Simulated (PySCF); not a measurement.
Delta-SCF ions had no search for a lower state. 

Cartesian coordinates (Å):
```xyz
7

B     -1.2211    -0.1972     0.0353
C      0.0899     0.3275     0.5756
B      1.2261     0.8373     1.1505
B      1.5281     0.1703    -0.1873
H     -2.2330    -0.0572     0.6563
H     -1.2479    -0.7579    -1.0216
H      1.8579    -0.3228    -1.2088
```
Charge 0, multiplicity 1.

### Question
What HOMO–LUMO gap, total energy, HOMO, LUMO and vertical ionisation energy (Delta-SCF) does PBE0-D3(BJ)/def2-TZVP (PySCF) give?

### Answer

```
Quantity                                      Result
--------------------------------------  ------------
HOMO–LUMO gap                                5.34 eV
total energy                            -114.1936 Ha
HOMO                                        -7.99 eV
LUMO                                        -2.65 eV
vertical ionisation energy (Delta-SCF)      10.09 eV
```
